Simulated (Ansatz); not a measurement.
`C[O][Al]([F])[Cl]` → `C[O][Al][Cl]`• + F• at 400 K and 1 bar (homolysis of the Al–F bond).

Program: Ansatz. Geometries: PBE0-D4/def2-TZVP. ΔE: electronic, gas phase. CCSD(T)/CBS is the MP2 limit (def2-TZVPP, def2-QZVPP) plus CCSD(T) − MP2 in def2-TZVPP, frozen cores. This one scheme is used for every species, atoms too. No spin–orbit coupling; open shells (•) take unrestricted orbitals. Spin–orbit coupling would lower the free atoms: a little for F. Each species was taken in one conformer, which may not be the lowest.

```csv
species,CCSD(T)/CBS energy (Eh),H − E (kJ/mol),S (J/(mol·K))
`C[O][Al]([F])[Cl]`,-916.81237,153.4,386.7
`C[O][Al][Cl]`•,-816.89010,140.1,361.8
F•,-99.66871,8.3,166.6
```

H − E and S are ideal-gas, rigid-rotor, harmonic terms from PBE0-D4/def2-TZVP, for one conformer and one mirror image of each species, with the whole ground term of open shells counted as degenerate. 1 Eh = 2625.50 kJ/mol, R = 8.31446 J/(mol·K).

By hand: ΔE, ΔH, ΔS and ΔG.

ΔE = (-816.89010) + (-99.66871) − (-916.81237) = 0.25356 Eh = 665.7 kJ/mol. Δ(H − E) = 140.1 + 8.3 − 153.4 = -5.0, so ΔH = 660.7 kJ/mol. ΔS = 361.8 + 166.6 − 386.7 = 141.7 J/(mol·K). ΔG = 660.7 − 400 × (141.7)/1000 = 604.0 kJ/mol.

By hand: the equilibrium constant, and the temperature at which ΔG would vanish if ΔH and ΔS stayed fixed.

log₁₀ K = −ΔG/(RT ln 10) = -78.9. ΔG = 0 at ΔH/ΔS = 4663 K, far beyond where these terms or the molecules hold.

The number of gas molecules changes by +1, which sets the sign of ΔS. A doubt of 5 kJ/mol in ΔE shifts log₁₀ K by 0.7 here. Other conformers and mirror images would add mixing entropy, several J/(mol·K) or more a flexible species. These are equilibria of isolated gas molecules and say nothing of rates. Largest T1 diagnostic: 0.013 (customary marks: 0.02 for closed shells, 0.045 for open ones).
